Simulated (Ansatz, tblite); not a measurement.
Removing an electron: Si(vinyl)4 (C₈H₁₂Si). Charge 0, multiplicity 1. Geometry: r2SCAN-D4/def2-SVP. Ansatz, gas phase; energy differences of separate SCF runs; the oxidised species was run as a doublet alone.

Cartesian coordinates in Å:
```
Si 0.0355 -0.0440 0.0455
C -1.5297 0.9457 0.3783
C -2.7727 0.5541 0.0532
H -1.4108 1.9392 0.8357
H -2.9715 -0.4231 -0.4057
H -3.6498 1.1901 0.2283
C -0.2534 -1.8742 0.3618
C -1.2486 -2.4009 1.0927
H 0.4850 -2.5674 -0.0699
H -2.0208 -1.7707 1.5520
H -1.3364 -3.4814 1.2650
C 1.4086 0.5625 1.1799
C 2.1490 1.6627 0.9666
H 1.5896 -0.0001 2.1081
H 2.0278 2.2774 0.0652
H 2.9092 2.0030 1.6813
C 0.5176 0.1795 -1.7579
C 1.7663 0.3225 -2.2297
H -0.3062 0.1560 -2.4878
H 2.6344 0.3571 -1.5594
H 1.9770 0.4118 -3.3031
```

The xTB rows come from tblite. LC-ωPBE has ω = 0.4 bohr⁻¹. HOMO above LUMO, or a gap near zero within one spin, warns that the state may not be the lowest or that an electron is smeared out.

Problem. Estimate orbital energies and vertical ionisation energies at: GFN1-xTB; GFN2-xTB; PBE-D4/def2-TZVP; PBE0-D4/def2-TZVP; LC-ωPBE/def2-TZVP.

Solution. 
```csv
level,−HOMO (eV),vertical IE (eV),−LUMO (eV),HOMO–LUMO gap (eV),remarks
GFN1-xTB,11.55,13.77,7.69,3.87,–
GFN2-xTB,10.42,12.70,6.51,3.91,–
PBE-D4/def2-TZVP,6.46,8.75,1.92,4.53,gap within one spin near zero (+1 doublet)
PBE0-D4/def2-TZVP,7.57,9.16,0.98,6.59,–
LC-ωPBE/def2-TZVP,10.27,9.76,-1.25,11.52,–
```

  Raw xTB energy differences between charge states are shifted by several eV; the methods need an empirical correction for them.
